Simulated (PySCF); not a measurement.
C₂HCl₃, charge -1, doublet, at a GFN2-xTB geometry (a state made from the parent by changing its charge; the spin is typed, not shown lowest). Base run: HF/STO-3G (PySCF).

The PySCF input:
```python
from pyscf import gto, scf

mol = gto.M(
    atom='''
Cl    2.226117    0.553577    0.154628
C     0.969458   -0.619131   -0.062098
C    -0.269291   -0.357789    0.368194
Cl   -1.127012    1.492696   -0.337171
Cl   -1.425000   -1.611075    0.104396
H     1.339223   -1.536843   -0.508058
''',
    basis='sto-3g',
    charge=-1,
    spin=1,
    verbose=4,
)

mf = scf.UHF(mol)
mf.kernel()
```

The base run was repeated with changes; each row names its change, and settings that it needs were set with it.

```
change                                                                                                                  ΔE vs base (mEh)  fitting functions
----------------------------------------------------------------------------------------------------------------------  ----------------  -----------------
base                                                                                                                               0.000                  -
auxbasis = def2-universal-jfit                                                                                                    6189.3                262
auxbasis = def2-svp-ri                                                                                                             557.8                296
auxbasis = even-tempered beta=1.6                                                                                                  2.714                489
auxbasis = cc-pvqz-jkfit                                                                                                          -0.037                707
auxbasis = even-tempered beta=3.0                                                                                                -19.120                222
auxbasis = cc-pvtz-jkfit                                                                                                           0.032                551
auxbasis = def2-tzvp-ri                                                                                                           -4.704                506
exchange = seminumerical (SGX) (with mf = sgx.sgx_fit(mf, auxbasis='def2-universal-jfit'); with mf.with_df.dfj = True)            -5.447                262
auxbasis = def2-universal-jkfit                                                                                                   -0.859                552
```

A fitting set is made for a task (jfit for Coulomb, jkfit for Coulomb and exchange, ri for correlation) and for a family of orbital bases.

Open shells are given as the SCF converged; they aren't shown to be the lowest states, and a large step between rows can be another state.
